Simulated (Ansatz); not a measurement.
Molecule: C4H2BrO, net charge -1, singlet state. It need not be the lowest isomer of its formula. Whether it binds its extra electron was not tested at this geometry. 
Structure (B3LYP-D3(BJ)/def2-TZVP (Ansatz, a quantum-chemistry and plane-wave program) minimum search):
```xyz
8

Br     1.4828     0.2721     0.1149
C     -0.4054    -0.0164    -0.0342
C     -1.4006     0.8935    -0.1631
C     -2.5902     0.0924    -0.2277
C     -2.3023    -1.2613    -0.1387
O     -0.8542    -1.2775    -0.0131
H     -1.2790     1.9649    -0.2034
H     -3.5945     0.4814    -0.3327
```
Charge -1, spin multiplicity 1.

Total electronic energies in hartree. Correlated levels leave the core frozen unless marked. Spin-orbit coupling is left out. Frozen are the shells of the preceding noble gas and the d and f shells that filled before the atom's block. Non-relativistic. Basis-set limits of correlation are two-point, X^-3; Hartree-Fock from the larger set.

| level | program | energy (Eh) |
|---|---|---|
| PBE/def2-TZVPD | Ansatz | -2802.39388 |
| PBE-D3(BJ)/def2-TZVPD | Ansatz + dftd3 | -2802.40157 |
| revPBE/def2-TZVPD | Ansatz | -2802.76445 |
| CAM-B3LYP/def2-TZVPD | Ansatz | -2803.05859 |
| B2PLYP-D4/def2-TZVPD | Ansatz + dftd4 | -2802.45083 |
| PBE-QIDH/def2-TZVPD | Ansatz | -2802.08930 |
| RI-MP2/CBS(aug-cc-pVTZ,aug-cc-pVQZ) | Ansatz | -2801.1383 |
| SCS-MP2/cc-pVDZ | Ansatz | -2800.59216 |
| CCSD(T)/CBS(aug-cc-pVTZ,aug-cc-pVQZ) | Ansatz | -2801.1988 |

Totals of different functionals don't rank their quality; only differences between species are comparable.
